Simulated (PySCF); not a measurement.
**Exercise with solution: chemical shift, span and skew from a shielding tensor**

Si(H)2(OMe)(PH2) (CH7OPSi), SMILES CO[SiH2]P. Atoms are numbered in the order given.

```xyz
11

Si     0.1932     0.8848    -0.1987
P      1.4988    -0.8402     0.5246
O     -1.2703     0.2995    -0.7381
C     -2.1783    -0.4306     0.0556
H      0.7725     1.6366    -1.3413
H      0.0123     1.7962     0.9748
H      2.5901     0.0333     0.8289
H      1.9868    -1.1599    -0.7797
H     -2.5545     0.1682     0.9066
H     -3.0386    -0.7177    -0.5684
H     -1.7231    -1.3529     0.4624
```

Geometry optimised at B3LYP-D3(BJ)/def2-SVP. The values are those of a single conformer.

GIAO shieldings from PBE/pcSseg-1 (PySCF), non-relativistic, no solvent. The symmetric part of the tensor of P2 has the principal values 503.3, 571.8, 646.2 ppm. The same nucleus in PH3 has σ = 576.8 ppm at this level (PySCF, at its B3LYP-D3(BJ)/def2-TZVP geometry).

### Question
Work out the isotropic shielding, the ³¹P shift against PH3, the span and the skew.

### Answer

σ(iso) = (σ11 + σ22 + σ33)/3 = 573.8 ppm. δ = σ(ref) − σ(iso) = 576.8 − (573.8) = 3.0 ppm.
Span Ω = σ33 − σ11 = 142.9 ppm. Skew κ = 3(σ(iso) − σ22)/Ω = 0.04. Tumbling in solution averages the tensor to δ; in a static solid the shielding alone would spread this spin-1/2 line over Ω.
